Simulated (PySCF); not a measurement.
C4H3ClO2: core ionisation energies

Species: C4H3ClO2.
Numbering: `[O:1]=[C:2]1[CH2:3][CH:4]=[C:5]([Cl:6])[O:7]1`

Geometry (GFN2-xTB, Å), atoms numbered from 1 in this order:
```
atom  x, y, z in Å
O1    -2.068    1.370    0.128
C2    -1.022    0.805    0.061
C3    -0.739   -0.687    0.052
C4     0.750   -0.724   -0.049
C5     1.180    0.536   -0.085
Cl6    2.752    1.161   -0.195
O7     0.172    1.465   -0.023
H8    -1.123   -1.150    0.964
H9    -1.243   -1.162   -0.792
H10    1.350   -1.609   -0.084
```

Computed, not measured: delta-SCF UKS SCAN, pcX-2 on the ionised atom, pcseg-1 elsewhere, spin-free X2C (PySCF 2.14.0). Each binding energy is the total energy of the core-ionised species, with the hole localised on one atom, minus that of the ground state; both are solved self-consistently, so orbital relaxation is included.

Problem. Give the core binding energies atom by atom.

Solution. 
```tsv
atom(s)	environment	level	binding energy (eV)	2p1/2 (eV)	above the level's lowest (eV)	count
Cl6	vinyl chlorine	Cl 1s	2829.89	–	0.00	1
O7	ester single-bonded oxygen	O 1s	540.22	–	+2.03	1
O1	ester carbonyl oxygen	O 1s	538.19	–	0.00	1
C2	ester carbonyl carbon	C 1s	295.04	–	+4.07	1
C5	vinylic C–Cl carbon	C 1s	293.97	–	+3.00	1
C3	sp3 carbon next to a carbonyl	C 1s	292.02	–	+1.05	1
C4	alkene CH carbon	C 1s	290.97	–	0.00	1
Cl6	vinyl chlorine	Cl 2p3/2	207.26	208.92	0.00	1
```

Lowest listed C 1s: C4, bonded to C (double bond), C and H. Highest, 4.07 eV above it: C2, bonded to O (double bond), O and C. Summing the Pauling electronegativity differences to the bonded atoms, each weighted by its formal bond order, gives -0.35 for the lowest site and +2.67 for the highest; no listed site has a larger sum than the highest. The smallest sum, -0.70, belongs to C3, 1.05 eV above the lowest.

Lowest listed O 1s: O1, bonded to C (double bond). Highest, 2.03 eV above it: O7, bonded to 2 C. Summing the Pauling electronegativity differences to the bonded atoms, each weighted by its formal bond order, gives -1.78 for the lowest site and -1.78 for the highest; the sum is the same at every site.

Problem. Which photon energy gives electrons from O 1s of O1 a kinetic energy of 20 eV, and what is their de Broglie wavelength?

Solution. hν = 538.19 + 20 = 558.19 eV, recoil neglected; λ = 12.264 Å/√(E/eV) = 2.74 Å.

The unrestricted hole states depart most from a pure doublet (⟨S²⟩ = 0.75; over 0.85 named) for C 1s of C2 (0.91), which makes this value less certain. Spin–orbit coupling isn't in the SCF: each 2p doublet comes from a relaxed spin-free hole plus a matrix of the shell (mean-field spin–orbit coupling and the ground-state 2p splitting), with 2p3/2 averaged over its two sublevels. 2p1/2 minus 2p3/2 (ligand field included): Cl 1.66 eV. Geometry: GFN2-xTB; no solvent, vibrations or thermal averaging.
